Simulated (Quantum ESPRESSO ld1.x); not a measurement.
Results of a calculation; reference values are marked as such.
Task: The aim is the chlorine ion Cl2+ in [Ne] 3s2 3p3. This ld1.x (Quantum ESPRESSO 7.5) run was made with `OMP_NUM_THREADS=1 ld1.x < ld1.in > ld1.out`. Can the result be used? Name any fault.

```
 &input
    zed=17.0,
    iswitch=1,
    rel=1,
    dft='PBESOL',
    config='[Ne] 3s2 3p',
    verbosity='high',
    prefix='ld1',
    max_out_wfc=37,
    file_charge='ld1.rho',
 /
```

Output (excerpt):

```
     Program LD1 v.7.5 starts

 %%%%%%%%%%%%%%%%%%%%%%%%%%%%%%%%%%%%%%%%%%%%%%%%%%%%%%%%%%%%%%%%%%%%%%%%%%%%%%
     Error in routine el_config (5):
     no occupancy field?
 %%%%%%%%%%%%%%%%%%%%%%%%%%%%%%%%%%%%%%%%%%%%%%%%%%%%%%%%%%%%%%%%%%%%%%%%%%%%%%

     stopping ...
```

Result: No (refused). The line at issue: config='[Ne] 3s2 3p'. The program stops in el_config with "no occupancy field?": each term needs its occupation. The sound input gives -459.299 hartree.
